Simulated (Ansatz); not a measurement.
```yaml
crystal:
  periodic: [false, false, false]
  atoms:
    - {symbol: C, position_ang: [-6.184185, 1.101713, 0.052600]}
    - {symbol: C, position_ang: [-5.259912, 0.186012, 0.390593]}
    - {symbol: C, position_ang: [-3.798231, 0.461142, 0.600108]}
    - {symbol: C, position_ang: [-2.892806, -0.258032, -0.415124]}
    - {symbol: C, position_ang: [-1.398464, -0.031257, -0.172069]}
    - {symbol: C, position_ang: [-0.504935, -0.715660, -1.211901]}
    - {symbol: C, position_ang: [1.000777, -0.487975, -1.023062]}
    - {symbol: C, position_ang: [1.594377, -1.151769, 0.226311]}
    - {symbol: C, position_ang: [3.123470, -1.061405, 0.328828]}
    - {symbol: C, position_ang: [3.664868, 0.360780, 0.532716]}
    - {symbol: C, position_ang: [5.186438, 0.395009, 0.637576]}
    - {symbol: Se, position_ang: [5.949282, 2.182337, 1.006921]}
    - {symbol: H, position_ang: [-5.917052, 2.164831, -0.073738]}
    - {symbol: H, position_ang: [-7.239627, 0.830229, -0.106816]}
    - {symbol: H, position_ang: [-5.573319, -0.868974, 0.508188]}
    - {symbol: H, position_ang: [-3.612728, 1.556706, 0.556585]}
    - {symbol: H, position_ang: [-3.504733, 0.135483, 1.625198]}
    - {symbol: H, position_ang: [-3.163127, 0.078571, -1.440431]}
    - {symbol: H, position_ang: [-3.107066, -1.350683, -0.393955]}
    - {symbol: H, position_ang: [-1.185866, 1.062178, -0.170314]}
    - {symbol: H, position_ang: [-1.140328, -0.387016, 0.850228]}
    - {symbol: H, position_ang: [-0.712963, -1.810231, -1.209864]}
    - {symbol: H, position_ang: [-0.800192, -0.357686, -2.222813]}
    - {symbol: H, position_ang: [1.538412, -0.876300, -1.916682]}
    - {symbol: H, position_ang: [1.199783, 0.606786, -1.004075]}
    - {symbol: H, position_ang: [1.143069, -0.712529, 1.143710]}
    - {symbol: H, position_ang: [1.299248, -2.224565, 0.229880]}
    - {symbol: H, position_ang: [3.469937, -1.699705, 1.171432]}
    - {symbol: H, position_ang: [3.577927, -1.500719, -0.588531]}
    - {symbol: H, position_ang: [3.345621, 1.015196, -0.307106]}
    - {symbol: H, position_ang: [3.220726, 0.805419, 1.449835]}
    - {symbol: H, position_ang: [5.544382, -0.221703, 1.488485]}
    - {symbol: H, position_ang: [5.669910, -0.005242, -0.276326]}
    - {symbol: H, position_ang: [5.467306, 2.779050, -0.266356]}
basis:
  gaussian: {orbitals: def2-TZVP}
magnetization: {spin_polarized: true, initial_magnetization: 2}
hamiltonian: {xc: pbe0, dispersion: d4}
scf: {omitted_lower_state_checks: [starts]}
output: {orbitals: {seedname: orbitals}}
```

```sh
$ ansatz run in.yaml --threads 4 --pin off --events-out ev --progress --plain --max-ram 6963MiB
```

(1) Does this run fit into the memory that it is given?

Results:

(1) No. It has 521 basis functions, and Ansatz plans for 9 GiB where 7 GiB are given.
